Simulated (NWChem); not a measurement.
Everything below was run with NWChem. System: ClLi, charge 0, spin multiplicity 1, at a geometry optimised with B3LYP/def2-SVP. The structure started from a generated list of species. Level: CCSD(T)/cc-pVTZ, 5 core orbitals frozen.

The NWChem input:

```
start mol
memory heap 100 mb stack 700 mb global 1900 mb
geometry units angstroms nocenter noautoz
  Li     0.000000     0.000000    -1.700614
  Cl     0.000000     0.000000     0.300108
  symmetry group C2v
end
basis spherical
  * library cc-pvtz
end
scf
  rhf
  nopen 0
  maxiter 100
  thresh 1e-7
  semidirect memsize 60000000 filesize 0
end
ccsd
  freeze core 5
  maxiter 60
end
task ccsd(t) energy
```

Output (cleaned and shortened):

```
             Northwest Computational Chemistry Package (NWChem) 7.3.0
             --------------------------------------------------------

                                NWChem Input Module
                                -------------------

 Scaling coordinates for geometry "geometry" by  1.889725989
 (inverse scale =  0.529177249)

 Turning off AUTOSYM since
 SYMMETRY directive was detected!

                             Geometry "geometry" -> ""
                             -------------------------

 Output coordinates in angstroms (scale by  1.889725989 to convert to a.u.)

  No.       Tag          Charge          X              Y              Z
 ---- ---------------- ---------- -------------- -------------- --------------
    1 Li                   3.0000     0.00000000     0.00000000    -1.70061400
    2 Cl                  17.0000     0.00000000     0.00000000     0.30010800

 Effective nuclear repulsion energy (a.u.)      13.4891502662

            Nuclear Dipole moment (a.u.)
            ----------------------------
        X                 Y               Z
 ---------------- ---------------- ----------------
     0.0000000000     0.0000000000    -0.0000113384

      Symmetry information
      --------------------

 Group name             C2v
 Group number             16
 Group order               4
 No. of unique centers     2

      Symmetry unique atoms

     1    2


 Summary of "ao basis" -> "" (spherical)
 ------------------------------------------------------------------------------
       Tag                 Description            Shells   Functions and Types
 ---------------- ------------------------------  ------  ---------------------
 *                          cc-pvtz                   on all atoms

 Summary of "ao basis" -> "ao basis" (spherical)
 ------------------------------------------------------------------------------
       Tag                 Description            Shells   Functions and Types
 ---------------- ------------------------------  ------  ---------------------
 Li                         cc-pvtz                 10       30   4s3p2d1f
 Cl                         cc-pvtz                 12       34   5s4p2d1f

                                 NWChem SCF Module
                                 -----------------

  ao basis        = "ao basis"
  functions       =    64
  atoms           =     2
  closed shells   =    10
  open shells     =     0
  charge          =   0.00
  wavefunction    = RHF
  use symmetry    = T
  symmetry adapt  = T

 Summary of "ao basis" -> "ao basis" (spherical)
 ------------------------------------------------------------------------------
       Tag                 Description            Shells   Functions and Types
 ---------------- ------------------------------  ------  ---------------------
 Li                         cc-pvtz                 10       30   4s3p2d1f
 Cl                         cc-pvtz                 12       34   5s4p2d1f

      Symmetry analysis of basis
      --------------------------

        a1         28
        a2          6
        b1         15
        b2         15

 Forming initial guess at       0.1s

      Superposition of Atomic Density Guess
      -------------------------------------

 Sum of atomic energies:        -466.91912342

      Non-variational initial energy
      ------------------------------

 Total energy =    -466.850707
 1-e energy   =    -671.070675
 2-e energy   =     190.730818
 HOMO         =      -0.463493
 LUMO         =      -0.048336

      Symmetry analysis of molecular orbitals - initial
      -------------------------------------------------

 !! scf_movecs_sym_adapt:   42 vectors were symmetry contaminated

  Symmetry fudging

 !! scf_movecs_sym_adapt:   38 vectors were symmetry contaminated

  Numbering of irreducible representations:

     1 a1          2 a2          3 b1          4 b2

  Orbital symmetries:

     1 a1          2 a1          3 a1          4 b1          5 b2
     6 a1          7 a1          8 a1          9 b1         10 b2
    11 a1         12 b1         13 b2         14 a1         15 b1
    16 b2         17 a1         18 a1         19 a1         20 a2

 Starting SCF solution at       1.0s

 ----------------------------------------------
         Quadratically convergent ROHF

 Convergence threshold     :          1.000E-07
 Maximum no. of iterations :          100
 Final Fock-matrix accuracy:          1.000E-09
 ----------------------------------------------

              iter       energy          gnorm     gmax       time
             ----- ------------------- --------- --------- --------
                 1     -467.0244473749  5.40D-01  1.76D-01      1.0
                 2     -467.0501368732  1.19D-01  3.40D-02      1.0
                 3     -467.0510091067  5.44D-03  2.19D-03      1.0
                 4     -467.0510154628  2.28D-05  1.09D-05      1.1
                 5     -467.0510154629  3.41D-09  1.62D-09      1.1

       Final RHF  results
       ------------------

         Total SCF energy =   -467.051015462912
      One-electron energy =   -673.964985894158
      Two-electron energy =    193.424820165000
 Nuclear repulsion energy =     13.489150266246

        Time for solution =      0.1s

       Symmetry analysis of molecular orbitals - final
       -----------------------------------------------

  Numbering of irreducible representations:

     1 a1          2 a2          3 b1          4 b2

  Orbital symmetries:

     1 a1          2 a1          3 a1          4 b2          5 b1
     6 a1          7 a1          8 a1          9 b2         10 b1
[...]
          Superscript MO index range:      6 -   10
          Subscript MO index range:        6 -   64
          MO coefficients read from:  ./mol.movecs
          Number of operator matrices in core:   30
          Half-transformed integrals produced

     Pass:    1     Index range:    6  -   10     Time:      2.34
 ------------------------------------------
 MP2 Energy (coupled cluster initial guess)
 ------------------------------------------
 Reference energy:           -467.051015462911835
 MP2 Corr. energy:             -0.214046463670187
 Total MP2 energy:           -467.265061926582007

 ****************************************************************************
              the segmented parallel ccsd program:    1 nodes
 ****************************************************************************

 level of theory    ccsd(t)
 number of core         5
 number of occupied     5
 number of virtual     54
 number of deleted      0
 total functions       64
 number of shells      22
 basis label          566

   ***** ccsd parameters *****
   iprt   =     0
   convi  =  0.100E-05
   maxit  =    60
   mxvec  =     5
 memory            104849324
  Using  1 OpenMP thread(s) in CCSD
  IO offset    20.000000000000000
  IO error message >End of File
  file_read_ga: failing reading from ./mol.t2
  Failed reading restart vector from ./mol.t2
  Using MP2 initial guess vector

-------------------------------------------------------------------------
 iter     correlation     delta       rms       T2     Non-T2      Main
             energy      energy      error      ampl     ampl      Block
                                                time     time      time
-------------------------------------------------------------------------
   1     -0.2278686366 -2.279D-01  8.190D-02     2.36     0.00     2.34
   2     -0.2313201231 -3.451D-03  6.140D-02     2.39     0.00     2.37
   3     -0.2320597594 -7.396D-04  5.255D-03     3.43     0.00     3.39
   4     -0.2322471647 -1.874D-04  1.241D-03     3.90     0.00     3.87
   5     -0.2322697418 -2.258D-05  1.667D-03     3.38     0.00     3.35
   6     -0.2322665144  3.227D-06  1.377D-04     2.61     0.00     2.59
   7     -0.2322657000  8.144D-07  4.744D-05     2.61     0.00     2.58
   8     -0.2322651903  5.097D-07  1.877D-05     2.80     0.00     2.77
   9     -0.2322652789 -8.859D-08  1.225D-05     2.62     0.00     2.59
  10     -0.2322654082 -1.293D-07  6.509D-06     2.59     0.00     2.56
  11     -0.2322655030 -9.482D-08  7.153D-07     2.53     0.00     2.50
                  *************converged*************
-------------------------------------------------------------------------

 -----------
 CCSD Energy
 -----------
 Reference energy:            -467.051015462911835
 CCSD corr. energy:             -0.232265502985769
 Total CCSD energy:           -467.283280965897632

 --------------------------------
 Spin Component Scaled (SCS) CCSD
 --------------------------------
 Same spin contribution:                 -0.048515831494218
 Same spin scaling factor:                1.130000000000000
 Opposite spin contribution:             -0.183749671491551
 Opposite spin scaling fact.:             1.270000000000000
 SCS-CCSD correlation energy:            -0.288184972382737
 Total SCS-CCSD energy:                -467.339200435294572
 memory            104849324

*********triples calculation*********

nkpass=    1; nvpass=    1; memdrv=          87210; memtrn=        2291826; memavail=      104849036
 memory available/node                      104849036
 total number of virtual orbitals        54
 number of virtuals per integral pass    54
 number of integral evaluations           1
 number of occupied per triples pass      5
 number of triples passes                 1

 commencing integral evaluation        1 at          33.60
  symmetry use  T
task         2 out of       253 done   0%  at       0.0 secs
task        13 out of       253 done   5%  at       0.2 secs
task        26 out of       253 done  10%  at       0.4 secs
task        38 out of       253 done  15%  at       0.8 secs
task        51 out of       253 done  20%  at       0.9 secs
task        64 out of       253 done  25%  at       1.1 secs
task        76 out of       253 done  30%  at       1.5 secs
task        89 out of       253 done  35%  at       2.0 secs
task       102 out of       253 done  40%  at       2.5 secs
task       114 out of       253 done  45%  at       2.9 secs
task       127 out of       253 done  50%  at       3.0 secs
task       140 out of       253 done  55%  at       3.1 secs
task       152 out of       253 done  60%  at       3.3 secs
task       165 out of       253 done  65%  at       3.4 secs
task       178 out of       253 done  70%  at       3.5 secs
task       190 out of       253 done  75%  at       3.5 secs
task       203 out of       253 done  80%  at       3.6 secs
task       216 out of       253 done  85%  at       3.7 secs
task       228 out of       253 done  90%  at       3.7 secs
task       241 out of       253 done  95%  at       3.8 secs
task       253 out of       253 done 100%  at       3.8 secs
 commencing triples evaluation - blocking       1
 ccsd(t): done        1 out of       54 progress:    1.9%
 ccsd(t): done        2 out of       54 progress:    3.7%
 ccsd(t): done        3 out of       54 progress:    5.6%
 ccsd(t): done        4 out of       54 progress:    7.4%
 ccsd(t): done        5 out of       54 progress:    9.3%
 ccsd(t): done        6 out of       54 progress:   11.1%
 ccsd(t): done        7 out of       54 progress:   13.0%
 ccsd(t): done        8 out of       54 progress:   14.8%
 ccsd(t): done        9 out of       54 progress:   16.7%
 ccsd(t): done       10 out of       54 progress:   18.5%
 ccsd(t): done       11 out of       54 progress:   20.4%
 ccsd(t): done       12 out of       54 progress:   22.2%
 ccsd(t): done       13 out of       54 progress:   24.1%
 ccsd(t): done       14 out of       54 progress:   25.9%
 ccsd(t): done       15 out of       54 progress:   27.8%
 ccsd(t): done       16 out of       54 progress:   29.6%
 ccsd(t): done       17 out of       54 progress:   31.5%
 ccsd(t): done       18 out of       54 progress:   33.3%
 ccsd(t): done       19 out of       54 progress:   35.2%
 ccsd(t): done       20 out of       54 progress:   37.0%
 ccsd(t): done       21 out of       54 progress:   38.9%
 ccsd(t): done       22 out of       54 progress:   40.7%
 ccsd(t): done       23 out of       54 progress:   42.6%
 ccsd(t): done       24 out of       54 progress:   44.4%
 ccsd(t): done       25 out of       54 progress:   46.3%
 ccsd(t): done       26 out of       54 progress:   48.1%
 ccsd(t): done       27 out of       54 progress:   50.0%
 ccsd(t): done       28 out of       54 progress:   51.9%
 ccsd(t): done       29 out of       54 progress:   53.7%
 ccsd(t): done       30 out of       54 progress:   55.6%
 ccsd(t): done       31 out of       54 progress:   57.4%
 ccsd(t): done       32 out of       54 progress:   59.3%
 ccsd(t): done       33 out of       54 progress:   61.1%
 ccsd(t): done       34 out of       54 progress:   63.0%
 ccsd(t): done       35 out of       54 progress:   64.8%
 ccsd(t): done       36 out of       54 progress:   66.7%
 ccsd(t): done       37 out of       54 progress:   68.5%
 ccsd(t): done       38 out of       54 progress:   70.4%
 ccsd(t): done       39 out of       54 progress:   72.2%
 ccsd(t): done       40 out of       54 progress:   74.1%
 ccsd(t): done       41 out of       54 progress:   75.9%
 ccsd(t): done       42 out of       54 progress:   77.8%
 ccsd(t): done       43 out of       54 progress:   79.6%
 ccsd(t): done       44 out of       54 progress:   81.5%
 ccsd(t): done       45 out of       54 progress:   83.3%
 ccsd(t): done       46 out of       54 progress:   85.2%
 ccsd(t): done       47 out of       54 progress:   87.0%
 ccsd(t): done       48 out of       54 progress:   88.9%
 ccsd(t): done       49 out of       54 progress:   90.7%
 ccsd(t): done       50 out of       54 progress:   92.6%
 ccsd(t): done       51 out of       54 progress:   94.4%
 ccsd(t): done       52 out of       54 progress:   96.3%
 ccsd(t): done       53 out of       54 progress:   98.1%
 ccsd(t): done       54 out of       54 progress:  100.0%
 Time for integral evaluation pass     1        3.86
 Time for triples evaluation pass      1        0.45

 pseudo-e(mp4)  -0.83337313729920E-02
 pseudo-e(mp5)   0.48899527204290E-04
        e(t)    -0.82848318457877E-02

 --------------
 CCSD(T) Energy
 --------------
 Reference energy:                    -467.051015462911835

 CCSD corr. energy:                     -0.232265502985769
 T(CCSD) corr. energy:                  -0.008333731372992
 Total CCSD+T(CCSD) energy:           -467.291614697270575

 CCSD corr. energy:                     -0.232265502985769
 (T) corr. energy:                      -0.008284831845788
 Total CCSD(T) energy:                -467.291565797743374

 routine      calls  cpu(0)   cpu-min  cpu-ave  cpu-max   i/o
 aoccsd          1     0.00     0.00     0.00     0.00    0.00
 iterdrv         1     0.01     0.01     0.01     0.01    0.00
 pampt          11     0.02     0.02     0.02     0.02    0.00
 t2pm           11     0.05     0.05     0.05     0.05    0.00
 sxy            11     0.13     0.13     0.13     0.13    0.00
 ints       704099    28.70    28.70    28.70    28.70    0.00
 t2eri        2783     1.73     1.73     1.73     1.73    0.00
 idx2         2783     0.20     0.20     0.20     0.20    0.00
 idx34          11     0.01     0.01     0.01     0.01    0.00
 ht2pm          11     0.07     0.07     0.07     0.07    0.00
 itm            11     0.18     0.18     0.18     0.18    0.00
 pdiis          11     0.01     0.01     0.01     0.01    0.00
 triples         1     0.00     0.00     0.00     0.00    0.00
 rdtrpo          1     0.00     0.00     0.00     0.00    0.00
 trpmos          1     3.86     3.86     3.86     3.86    0.00
 trpdrv          1     0.08     0.08     0.08     0.08    0.00
 dovvv        8100     0.18     0.18     0.18     0.18    0.00
 doooo        8100     0.03     0.03     0.03     0.03    0.00
 tengy        6750     0.15     0.15     0.15     0.15    0.00
 Total                35.43    35.43    35.43    35.43    0.00

 Task  times  cpu:       39.0s     wall:       39.0s

 Total times  cpu:       39.1s     wall:       39.1s
```
